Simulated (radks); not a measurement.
Nb, 41 electrons, occupied as [Kr] 4d3.5 5s1.5 (fractional occupations, a model configuration).

Method: scalar-relativistic Kohn-Sham, r2SCAN, spin-polarised, spherical densities, finite nucleus; open shells are filled with parallel spins first (spin-orbit coupling, left out, can overturn this in heavy ions); meta-GGA in the generalised Kohn-Sham scheme; Fermi nuclear charge, rms radius 4.324 fm; computed with a radial shooting solver on a logarithmic mesh with Libxc functionals.

Energy parts (eV):
| part | energy |
|---|---|
| total | -103953.869 |
| kinetic | 107036.294 |
| electron-nucleus | -250398.074 |
| Hartree | 42650.511 |
| exchange-correlation | -3242.600 |

Orbitals (lengths in bohr, moments of r in powers of bohr; <r^-3> diverges for s and p1/2):
orbital  occ.  eigenvalue (eV)     <r^2>  <r^-3>
1s down     1        -18851.45  0.001758       -
1s up       1        -18851.43  0.001758       -
2s up       1        -2649.660   0.02941       -
2s down     1        -2649.228   0.02941       -
2p up       3        -2363.474   0.02319    2347
2p down     3        -2363.168   0.02319    2347
3s up       1        -448.1470    0.2240       -
3s down     1        -447.9910    0.2240       -
3p up       3        -353.6832    0.2307   385.1
3p down     3        -353.4851    0.2307   384.7
3d up       5        -199.8272    0.2262   50.41
3d down     5        -199.4610    0.2260   50.38
4s up       1         -61.9952     1.544       -
4s down     1         -59.7694     1.514       -
4p up       3         -37.5450     1.971   50.62
4p down     3         -34.9253     1.914   52.63
5s up       1          -5.0839     13.92       -
4d up     3.5          -4.7665     5.341   3.006
5s down   0.5          -3.2265     19.65       -
4d down     0          -1.5886     7.128   2.871

The highest occupied level is 5s down at -3.226 eV. The electron density at the nucleus is 8.402e+04 e/bohr^3 (large components only). The density falls to 0.001 e/bohr^3 at r = 4.88 bohr. The spin density at the nucleus is 4.853 e/bohr^3 (1s 0.106, 2s -0.767, 3s 0.694, 4s -3.056, 5s 7.876). Summed over all electrons, <r^2> = 61.44 bohr^2, which gives a Langevin (diamagnetic) susceptibility term of -48.7 x 10^-6 cm^3/mol.
